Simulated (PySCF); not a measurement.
Problem. Give a PBE/cc-pVDZ geometry of `C1=C[SiH2]C=C1`.

Solution. 
```xyz
11
C4H6Si angstrom
C     -1.161    0.764   -0.400
C      0.094    1.285   -0.308
Si     1.228   -0.132    0.223
C     -0.201   -1.369    0.267
C     -1.322   -0.679   -0.087
H     -2.045    1.357   -0.691
H      0.316    2.341   -0.518
H      1.893    0.085    1.563
H      2.301   -0.472   -0.786
H     -0.216   -2.439    0.516
H     -2.322   -1.140   -0.151
```

Any rigid rotation of these coordinates is as good. Atoms count from 1 in this order. Si3 (SiH2 silicon) has angles from 92.5° to 114.0°. The 5 heavy atoms lie in one plane (0.001 Å rms). The 5-membered ring C1–C2–Si3–C4–C5 has internal angles of 92.5° to 117.2° (sum 540°, against 540° for a flat polygon); it is planar, 0.00 Å rms from its mean plane, widest ring torsion 0°. The C–C distances run from 1.363 Å (C1=C2, drawn double) to 1.485 Å (C1–C5, drawn single), a spread of 0.122 Å.

Bonds between heavy atoms (Å): C1=C2 1.363, C2–Si3 1.891, Si3–C4 1.890, C4=C5 1.363, C1–C5 1.485.

Computed, not measured: PBE/cc-pVDZ geometry optimisation, gas phase in PySCF.

Point group: C2v (every atom within 0.08 Å of its image). Stationary, but not proved a minimum.

The run took 19 s on one thread, Arm Neoverse V1 (aarch64), no GPU, shared host, and the process peaked at 0.46 GiB of memory. That covers the optimisation of the geometry.
